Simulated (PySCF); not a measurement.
## What settings do to a single point of [Er(NO2)]2+

The sound run of [Er(NO2)]2+ (singlet in the valence; each metal's 4f electrons, 11 of them, lie in its core potential, out of spins and levels) uses PySCF 2.14.0, RKS PBE, Er lcecp-1-SVP with ECP57, O def2-SVP, N def2-SVP; non-relativistic Hamiltonian with scalar-relativistic core potentials where named; density fitting; no spin-orbit coupling, grid (50, 194), threshold 1e-8 Eh and 55 cycles, at the relaxed geometry:

```xyz
4

Er    0.0000    0.0000   -0.3053
O     1.0628    0.0000    1.5714
O    -1.0628    0.0000    1.5714
N     0.0000    0.0000    2.3139
```

There Er1 has a Mulliken charge of 1.93 e and the dipole about the centre of mass is 5.11 D. Each run below changes one thing and starts from free metal ions and neutral atoms unless it says otherwise; with 55 cycles, smearing, a level shift and second-order steps follow where DIIS fails, and their cycles count. Energy shifts count from the sound run. On f atoms grids over 110 angular points are at least (60, 302).

```tsv
change	outcome	cycles	energy shift (eV)	largest force component (eV/Å)	charge on Er1 (e)	dipole about the centre of mass (D)
O2 put 0.8 Å from Er1, limit 82 cycles	converged	18	143.56	633.61	1.74	1.27
spin (2S) set to 8, limit 88 cycles	not converged	88	–	–	–	–
```

Task: One further run converged with energy shift (eV) -0.0392, largest force component (eV/Å) 0.19, charge on Er1 (e) 1.93, dipole about the centre of mass (D) 5.10. Which change was it?
A. all coordinates × 1.12
B. threshold 1e-05
C. grid (30, 86)

Result: C.

Task: And the other changes listed?

Result: 
```csv
change,outcome,cycles,energy shift (eV),largest force component (eV/Å),charge on Er1 (e),dipole about the centre of mass (D)
threshold 1e-05,converged,9,0.0000,0.00,1.93,5.11
all coordinates × 1.12,converged,11,1.51,5.16,1.99,5.75
```

Unsound on purpose, so not properties of the compound: O2 put 0.8 Å from Er1, limit 82 cycles.

Forces carry noise of the integration grid, about 0.01 to 0.03 eV/Å.

An lcecp potential fixes the number of 4f electrons, so in runs with it no electron can move into or out of that shell.
